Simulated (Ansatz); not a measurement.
Species: As2, charge 1, doublet. As2+ (parent SMILES [As]#[As], doublet).
B3LYP-D3(BJ)/def2-TZVP minimum from Ansatz (an electronic-structure program):
```
As
As 1 2.2054
```
Charge +1, spin multiplicity 2.

Hartree-Fock and CCSD(T) correlation energies in hartree (Ansatz). UHF or UKS for unpaired electrons; spin-orbit terms are left out. Correlated methods leave the cores frozen (noble-gas shells, and filled d and f shells in the p block). No relativity. The UHF reference of As2+ (parent SMILES [As]#[As], doublet) is spin-contaminated (<S^2> up to 0.58 over the pure value in the sets run). The spin of As2+ (parent SMILES [As]#[As], doublet) was assumed, and the state is the lowest solution found for it.

| basis | X | E(HF) | E(corr, CCSD(T)) |
|---|---|---|---|
| cc-pVTZ | 3 | -4468.18912 | -0.23378 |
| cc-pVQZ | 4 | -4468.19508 | -0.24644 |
| cc-pV5Z | 5 | -4468.19574 | withheld |

Task: Fit E(corr) = E∞ + A/X³ to X = 3 and 4, predict X = 5, and compare with the run.

Result: A = (-0.23378 - (-0.24644))/(1/27 - 1/64) = 0.5913; E∞ = -0.24644 - A/64 = -0.25568; at X = 5, E∞ + A/125 = -0.25095. The run gave -0.25162, 0.67 mEh below the prediction. The same form on X = 4 and 5 gives E∞ = -0.25705, 1.38 mEh below the first estimate.
